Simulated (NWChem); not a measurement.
System: C₂H₆HfS; SMILES [CH3][Hf]([CH3])=[S]

Not confirmed as a minimum by frequencies. def2 effective core potentials on Hf; no spin-orbit coupling.

**Question.** Give the equilibrium geometry at PBE0/def2-SVP with def2 effective core potentials on Hf (NWChem) as a list of bonds and angles, with the point group.

**Answer.** point group Cs; any orientation.
Bond lengths (Å): Hf1–S2 2.216, Hf1–C3 2.205, Hf1–C7 2.205, C3–H4 1.104, C3–H5 1.108, C3–H6 1.104, C7–H8 1.108, C7–H9 1.104, C7–H10 1.104. Angles (°): S2–Hf1–C3 105.0, S2–Hf1–C7 105.1, C3–Hf1–C7 102.5, Hf1–C3–H4 109.8, Hf1–C3–H5 111.2, Hf1–C3–H6 112.8, H4–C3–H5 107.6, H4–C3–H6 106.6, H5–C3–H6 108.6, Hf1–C7–H8 111.1, Hf1–C7–H9 109.8, Hf1–C7–H10 112.8, H8–C7–H9 107.6, H8–C7–H10 108.6, H9–C7–H10 106.6.
